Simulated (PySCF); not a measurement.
## Spinor energies of Ge (germanium, neutral)

Start: [Ar] 3d10 4s1 4p2 4d1; 4s1/2 filled at m_j = +1/2; 4p3/2 filled at m_j = +1/2, +3/2; 4d5/2 filled at m_j = +5/2. Calculated with PySCF 2.14 in x2c-TZVPall-2c with one added diffuse shell each of s, p, d type (7s8p5d1f, 63 functions): generalised Hartree-Fock with the X2C-1e Hamiltonian and a Gaussian nucleus; one run each with spin-orbit coupling (SO) switched off, then screened by Boettger's factors. This is a chosen level, not necessarily the ground level.

```csv
spinor shell,electrons,"ε, spin-free (eV)","ε, screened SO (eV)",weight of nominal j (screened SO),"rms radius, screened SO (bohr)"
1s1/2,2,-11184.5,-11184.3,1.000,0.0542
2s1/2,2,-1459.0,-1458.9,1.000,0.227
2p1/2,2,-1270.9,-1292.7,1.000,0.201
2p3/2,4,-1270.9,-1260.3,1.000,0.204
3s1/2,2,-206.43,-206.46,1.000,0.668
3p1/2,2,-146.82,-149.91,0.998,0.693
3p3/2,4,-146.82,-145.39,0.999,0.703
3d3/2,4,-48.596,-49.009,0.964,0.810
3d5/2,6,-48.596,-48.377,0.976,0.812
4s1/2,1,-22.316,-22.325,0.999,2.23
4p3/2,2,-11.922,-11.894,0.820,2.80
4d5/2,1,-1.622,-1.629,1.000,5.41
```

```csv
quantity,spin-free,screened SO
E (hartree),-2096.61099,-2096.68552
M_J,5,5
⟨J²⟩,30.011,30.012
⟨L²⟩,12.010,12.020
⟨S²⟩,6.002,6.000
```

Each row is a mean over spinors that exchange with the open shell spreads, by up to 0.789 eV (3s1/2).

Rows whose weight is well below 1 are mixtures of j = l ± 1/2: exchange outweighs spin-orbit coupling there, and the label is only the starting occupation.

Without spin-orbit coupling the j labels of p, d and f shells carry no meaning; the spin-free column gives the mean over the occupied spinors of each nl shell.
